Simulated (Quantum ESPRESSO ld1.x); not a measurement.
The numbers below are computed, except where a source is named.
Question: Coherent X-ray form factor from a spherical all-electron density. Level of theory: scalar-relativistic Kohn-Sham, LDA (Slater exchange, VWN5 correlation), spin-unpolarised, spherical densities, point nucleus (ld1.x of Quantum ESPRESSO 7.5).

| sin(theta)/lambda (1/angstrom) | f0 (electrons) |
|---|---|
| 0.05 | 53.844 |
| 0.1 | 53.379 |
| 0.15 | 52.619 |
| 0.2 | 51.585 |
| 0.25 | 50.305 |
| 0.3 | 48.812 |
| 0.4 | 45.338 |
| 0.5 | 41.476 |
| 0.6 | 37.519 |
| 0.8 | 30.227 |
| 1 | 24.549 |
| 1.25 | 19.840 |
| 1.5 | 16.988 |
| 2 | 13.473 |

The species is in the configuration that NIST lists as its ground one. Which atom or ion scatters so?

Answer: The hafnium ion Hf18+, [Kr] 4d10 4f8. Extrapolating in s^2 from the first two rows gives f0(0) = 54.0, near the electron count 54; among species with that count, the fall with angle is slower the higher Z, and the table is that of Z = 72; from so few rows the species is fixed only to a neighbour or two.
